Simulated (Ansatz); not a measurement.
Computed with Ansatz.

C2H7ClO2SSi (`CO[Si](S)(Cl)OC`) at its PBE0-D4/def2-TZVP geometry, where that method's forces vanish. Charge 0, multiplicity 1.

| atom | x (Å) | y (Å) | z (Å) |
| --- | --- | --- | --- |
| C1 | -0.3401 | 2.4316 | 0.1234 |
| O2 | 0.6799 | 1.5189 | -0.2370 |
| Si3 | 0.4675 | -0.0628 | -0.4758 |
| S4 | 2.2900 | -0.9759 | -1.0268 |
| Cl5 | -0.9355 | -0.3351 | -1.9605 |
| O6 | -0.0714 | -0.7347 | 0.8959 |
| C7 | -0.5299 | -2.0634 | 1.0459 |
| H8 | 0.1071 | 3.4245 | 0.1764 |
| H9 | -1.1398 | 2.4410 | -0.6232 |
| H10 | -0.7636 | 2.1776 | 1.0989 |
| H11 | 2.1952 | -0.5871 | -2.3091 |
| H12 | -1.4217 | -2.2386 | 0.4376 |
| H13 | 0.2423 | -2.7829 | 0.7580 |
| H14 | -0.7798 | -2.2132 | 2.0965 |

(1) For each bond, give half the difference of the two atoms' forces along it (eV/Å; positive pushes the atoms apart) under PBE-D4, r2SCAN-D4, B3LYP-D4, ωB97M-V in def2-TZVPP. (Best estimate.)

## Answers

(1) The calculation gave: 
| bond | length (Å) | PBE-D4 | r2SCAN-D4 | B3LYP-D4 | ωB97M-V |
| --- | --- | --- | --- | --- | --- |
| C1–O2 | 1.415 | 0.21 | 0.30 | 0.30 | 0.26 |
| C1–H8 | 1.090 | 0.08 | -0.06 | -0.13 | -0.10 |
| C1–H9 | 1.094 | 0.08 | -0.06 | -0.09 | -0.10 |
| C1–H10 | 1.093 | 0.08 | -0.06 | -0.09 | -0.10 |
| O2–Si3 | 1.614 | 0.26 | -0.04 | -0.06 | -0.03 |
| Si3–S4 | 2.112 | 0.00 | 0.02 | 0.06 | -0.02 |
| Si3–Cl5 | 2.061 | 0.07 | 0.03 | 0.17 | 0.03 |
| Si3–O6 | 1.620 | 0.27 | -0.04 | -0.03 | -0.02 |
| S4–H11 | 1.343 | 0.25 | 0.01 | -0.03 | -0.08 |
| O6–C7 | 1.413 | 0.20 | 0.31 | 0.30 | 0.26 |
| C7–H12 | 1.094 | 0.08 | -0.06 | -0.09 | -0.10 |
| C7–H13 | 1.094 | 0.08 | -0.06 | -0.09 | -0.10 |
| C7–H14 | 1.090 | 0.08 | -0.06 | -0.12 | -0.10 |

B3LYP here is the variant with VWN-RPA as its local correlation; programs differ in this.
